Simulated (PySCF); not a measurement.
**Radial density of Ar(2+) (argon, charge +2)**

revPBE, [Ne] 3s2 3p3 4s1, high-spin 5S determinant (an excited configuration). Calculation: PySCF 2.14, in aug-cc-pwCVDZ (6s5p3d, 36 functions); no relativity, point nucleus.

```tsv
r (bohr)	4πr²ρ (e/bohr)	4πr²(ρα − ρβ)
0.00119	0.06506	0.0001
0.00200	0.1793	0.0002
0.00336	0.4819	0.0004
0.00565	1.257	0.0011
0.00950	3.095	0.0027
0.0160	6.947	0.0063
0.0269	13.31	0.0139
0.0452	19.73	0.0350
0.0760	19.75	0.1123
0.128	14.63	0.3577
0.215	18.24	0.6568
0.362	19.24	0.2726
0.609	6.558	0.2747
1.02	4.533	2.3973
1.72	2.509	1.6023
2.90	0.5018	0.4593
4.87	0.1457	0.1457
8.19	0.0008941	0.0009
```

The outer electron is Rydberg-like, and this basis confines it to a smaller radius and binds it less than a complete one would.
